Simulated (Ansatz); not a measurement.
Br$_{2}$FHSi (`F[SiH](Br)Br`) at its PBE0-D4/def2-TZVP geometry, where that method's forces vanish. The species carries charge 0 and has multiplicity 1.

```xyz
5

F     1.3120   -0.2812   -0.9487
Si    0.1095    0.0966    0.0094
Br   -1.6802    0.3966   -1.2170
Br   -0.1853   -1.5460    1.4281
H     0.4440    1.3340    0.7281
```

Problem. What forces (eV/Å) does PBE-D4/def2-TZVPP give on these atoms in the Gaussian-basis code of Ansatz? (Best estimate.)

Solution. The calculation gave: 
```
F1   0.545 -0.157 -0.420
Si2 -0.292  0.161  0.280
Br3 -0.256  0.056 -0.169
Br4 -0.038 -0.222  0.211
H5   0.041  0.161  0.098
```
